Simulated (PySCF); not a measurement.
GaCl2I, SMILES [Ga]([Cl])([I])[Cl].

Geometry optimised at PBE0-D3(BJ)/def2-SVP. The structure was generated by enumeration; whether it is a known compound was not checked. The def2 effective core potentials stand for the cores of I; spin–orbit coupling is left out.

All values below come from ωB97X/def2-TZVP (PySCF).

Symmetry labels are those of the subgroup C2v that the program uses (full group C2v).

Computed valence orbital energies around the gap with their symmetry:
```json
[
 {"orbital": "HOMO−7", "symmetry": "B2", "energy (eV)": "-13.51"},
 {"orbital": "HOMO−6", "symmetry": "A1", "energy (eV)": "-13.06"},
 {"orbital": "HOMO−5", "symmetry": "B1", "energy (eV)": "-12.67"},
 {"orbital": "HOMO−4", "symmetry": "A2", "energy (eV)": "-12.07"},
 {"orbital": "HOMO−3", "symmetry": "B2", "energy (eV)": "-11.89"},
 {"orbital": "HOMO−2", "symmetry": "A1", "energy (eV)": "-11.62"},
 {"orbital": "HOMO−1", "symmetry": "B1", "energy (eV)": "-10.70"},
 {"orbital": "HOMO", "symmetry": "B2", "energy (eV)": "-10.53"},
 {"orbital": "LUMO", "symmetry": "A1", "energy (eV)": "-0.27"},
 {"orbital": "LUMO+1", "symmetry": "B1", "energy (eV)": "0.11"},
 {"orbital": "LUMO+2", "symmetry": "B2", "energy (eV)": "3.10"},
 {"orbital": "LUMO+3", "symmetry": "A1", "energy (eV)": "3.28"}
]
```
